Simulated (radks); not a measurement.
The numbers below are computed, except where a source is named.
Spin polarisation of the 3p4 shell in S. Start: [Ne] 3s2 3p(up 2, down 2); electrons of 3p are moved from spin down to spin up, other shells keep equal spins. Level of theory: non-relativistic Kohn-Sham, r2SCAN, spin-polarised, spherical densities, point nucleus; meta-GGA in the generalised Kohn-Sham scheme (a radial shooting solver on a logarithmic mesh with Libxc functionals).

moment (Bohr magnetons)  E - E(0) (eV)  e(3p up) (eV)  e(3p down) (eV)  3s down minus up (eV)
0                                0.000         -7.233           -7.233                 0.000
0.5                             -0.070         -7.498           -6.941                  0.617
1                               -0.279         -7.737           -6.621                  1.235
1.5                             -0.628         -7.952           -6.272                  1.857
2                               -1.119         -8.142           -5.888                  2.487

At moment 2 the spin-polarisation energy is -1.119 eV and the 3p exchange splitting 2.254 eV, that is 1.127 eV per Bohr magneton; E = -I m^2/4 would give I = 1.119 eV.
